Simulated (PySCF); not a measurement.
Several compounds and their computed core spectra got separated.

Method used: delta-SCF UKS SCAN, pcX-2 on the ionised atom, pcseg-1 elsewhere, spin-free X2C in PySCF. Geometries: GFN2-xTB; isolated species, one conformer each.

Line lists (1s up to Mg, 2p3/2 beyond; areas count atoms within a level, one atom standing for each set equivalent by bonding):
1. C 1s: 290.27 eV; P 2p3/2: 135.92 eV
2. Si 2p3/2: 109.58 eV; Cl 2p3/2: 206.82 eV
3. C 1s: 289.99 (area 1), 290.37 (area 1), 291.88 (area 1) eV; N 1s: 404.28 eV; Si 2p3/2: 106.62 eV

Structures:
A. `P(C)(C)C`
B. `Cl[SiH](Cl)Cl`
C. `N(=C)[SiH2]C=C`

Question: Match each list to its structure.

Answer: 
- 1 = A: no other candidate has this set of levels. C 1s: 290.27 sp3 carbon bound to phosphorus (×3); P 2p3/2: 135.92 phosphine phosphorus.
- 2 = B: no other candidate has this set of levels. Si 2p3/2: 109.58 chlorine-bound silicon; Cl 2p3/2: 206.82 silicon-bound chlorine (×3).
- 3 = C: no other candidate has this set of levels. C 1s: 289.99 alkene CH carbon, 290.37 terminal =CH2 carbon, 291.88 C=N carbon; N 1s: 404.28 C=N nitrogen; Si 2p3/2: 106.62 SiH2 silicon.

The 2p values add to the ΔSCF energy of one spin-free hole a correction within the shell (spin–orbit coupling, ligand field).
